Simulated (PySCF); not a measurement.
# An isoelectronic set: 45 electrons

CCSD(T) in PySCF with def2-SVP on every atom (core potentials on Rb), for the lowest determinant that a PBE0 search found; no spin–orbit coupling. All have 45 electrons, 7 of them in the valence shells, and the same state, a doublet (π ↑). For ions De leads to the atom and ion picked by measured ionisation energies and electron affinities.

| species | difference of nuclear charges | Re (Å) | ωe (cm⁻¹) | k (mdyn/Å) | De (eV) | dissociates to |
| --- | --- | --- | --- | --- | --- | --- |
| NaSe | 23 | 2.636 | 266 | 0.743 | 2.04 | Na + Se |
| ZnS⁺ | 14 | 2.203 | 379 | 1.80 | 1.64 | Zn⁺ + S |
| NaBr⁺ | 24 | 3.007 | 132 | 0.183 | 0.40 | Na⁺ + Br |
| RbF⁺ | 28 | 3.030 | 111 | 0.112 | 0.15 | Rb⁺ + F |

Question: Which member of the whole set has the stiffest bond, and how does it compare with the softest?

Answer: ZnS⁺ with k = 1.80 mdyn/Å, 16 times that of RbF⁺.

Correlated steps freeze the inner cores (1 to 10 orbitals); shallow outer-core shells are correlated. Weak bonds: NaBr⁺, RbF⁺. Basis-set superposition, not corrected here, can be much of De in a small basis, most of all at correlated wavefunction levels. Spin–orbit coupling is left out. For an ion De counts to the pair picked by the measured ionisation energies or electron affinities, which need not be the lowest pair at this level. States were picked by a PBE0 search and need not be the measured ground states.
